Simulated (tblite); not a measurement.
Question: Write a Z-matrix for `COc1ccc(/P=C\F)cc1` as optimised with GFN2-xTB.

Answer: 
Z-matrix in Å and degrees, rows numbered from 1:
```
C 
O   1  1.4073
C   2  1.3581  1  118.78
C   3  1.3917  2  125.07  1    -0.10
C   4  1.3825  3  120.08  2   179.97
C   5  1.3894  4  120.85  3     0.46
P   6  1.8262  5  122.72  4  -178.58
C   7  1.6743  6  102.30  5   -48.53
F   8  1.3451  7  126.55  6    -1.67
C   6  1.3960  5  118.89  4    -1.72
C  10  1.3755  6  120.54  5     1.96
H   1  1.0948  2  111.49  3   -61.81
H   1  1.0944  2  111.49  3    60.99
H   1  1.0888  2  105.66  3   179.62
H   4  1.0787  3  121.07  2     0.01
H   5  1.0801  4  118.98  3  -179.36
H   8  1.0823  7  122.11  6   179.51
H  10  1.0812  6  119.55  5  -178.76
H  11  1.0787  3  118.23  2     0.04
```

The 6 C–C bonds span 1.376 Å (C10–C11, aromatic) to 1.398 Å (C3–C11, aromatic), a spread of 0.022 Å. Of the pairs four or more bonds apart, C1···H15 is among the closest relative to their van der Waals radii: 2.56 Å, 88 % of the sum of Bondi's values. The C–P distances run from 1.674 Å (P7=C8, drawn double) to 1.826 Å (C6–P7, drawn single), a spread of 0.152 Å. The C–O distances run from 1.358 Å (O2–C3, drawn single) to 1.407 Å (C1–O2, drawn single), a spread of 0.049 Å.

The geometry is computed with GFN2-xTB (gas phase).

Point group: C1 (no symmetry element, even within 0.4 Å). Its GFN2-xTB frequencies are all real (lowest 39 cm⁻¹). The numbers are those of one conformer (C1–O2–C3–C4 0°, C5–C6–P7–C8 -49°). 3 starts were optimised and ended at 0.00, 0.07 and 0.98 kcal/mol (GFN2-xTB); the lowest of these is shown.
